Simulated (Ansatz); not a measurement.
Two isomers of ClFH4OSi2: A = `O[SiH2][SiH](F)Cl`, B = `O[SiH](F)[SiH2]Cl`.

Computed with Ansatz on PBE0-D4/def2-TZVP structures; ΔE is electronic, products minus reactants. CCSD(T)/CBS is the MP2 limit (def2-TZVPP, def2-QZVPP) plus CCSD(T) − MP2 in def2-TZVPP, frozen cores. Functionals use def2-TZVPP. B3LYP here is the variant with VWN-RPA as its local correlation; programs differ in this. One conformer a species, not always the lowest.

(1) Which isomer does CCSD(T)/CBS put lower? Give the gap. (Estimate.)

(2) Give E(B) − E(A) in kJ/mol with HF/def2-TZVPP, PBE-D4, CCSD(T)/def2-TZVPP, r2SCAN-D4, CCSD/def2-TZVPP, PBE0-D4, B3LYP. (Estimate.)

Largest T1 diagnostic: 0.012.

Results:

(1) Computed: B, by 16.4 kJ/mol.

(2) Computed: HF/def2-TZVPP -15.6, PBE-D4 -15.5, CCSD(T)/def2-TZVPP -16.5, r2SCAN-D4 -15.9, CCSD/def2-TZVPP -16.4, PBE0-D4 -16.2, B3LYP -14.9. None reverses the order clearly.
